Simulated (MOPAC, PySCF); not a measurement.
C$_{4}$H$_{8}$Si, SMILES `C1([SiH3])CCC=1`, neutral singlet in the gas phase. 

Z-matrix (Å, degrees):
```
C
C 1 1.3438
H 2 1.0838 1 132.29
C 2 1.5105 3 132.05 1 -180.00
H 4 1.0923 2 115.82 3 -64.39
H 4 1.0923 5 108.53 2 -132.26
C 1 1.5319 2 92.71 3 180.00
H 7 1.0916 1 115.33 2 115.92
H 7 1.0916 8 108.78 1 -131.36
Si 1 1.8531 2 133.55 3 0.00
H 10 1.4822 1 109.60 2 0.01
H 10 1.4839 11 109.23 1 121.33
H 10 1.4839 11 109.23 12 117.34
```
Charge 0, spin multiplicity 1.

All levels are single points at this geometry (B3LYP-D3(BJ)/def2-TZVP); Pople sets use spherical d functions. Orbital energies aren't observables, and empty levels follow the basis.

| level | HOMO (eV) | LUMO (eV) | gap (eV) | dipole (D) | vertical IE, Delta-SCF (eV) |
|---|---|---|---|---|---|
| B3LYP-D3(BJ)/def2-TZVP in PySCF | -7.10 | -0.43 | 6.67 | 0.99 | 9.29 |
| PBE-D3(BJ)/def2-TZVP in PySCF | -6.24 | -1.21 | 5.03 | 1.06 | 9.17 |
| B3LYP/3-21G in PySCF | -6.88 | 0.10 | 6.99 | 0.95 | – |
| B3LYP/6-311+G** in PySCF | -7.10 | -0.43 | 6.66 | 0.97 | – |
| B3LYP/6-31G* in PySCF | -6.84 | -0.02 | 6.82 | 1.00 | 9.13 |
| B3LYP/LANL2DZ in PySCF | -6.88 | -0.02 | 6.86 | 0.90 | – |
| BP86/6-31G* in PySCF | -6.06 | -0.92 | 5.14 | 1.08 | – |
| M06-2X/6-31G* in PySCF | -8.30 | 1.06 | 9.35 | 0.92 | – |
| PBE/6-31G* in PySCF | -5.97 | -0.83 | 5.14 | 1.08 | 9.03 |
| HF/6-31G* in PySCF | -9.53 | 3.96 | 13.49 | 0.98 | 8.06 |
| PM3 in MOPAC | -9.43 | 0.62 | 10.04 | 0.09 | – |
| PM6 in MOPAC | -9.80 | 0.46 | 10.27 | 0.92 | – |
| PM7 in MOPAC | -9.88 | 0.87 | 10.75 | 0.52 | – |
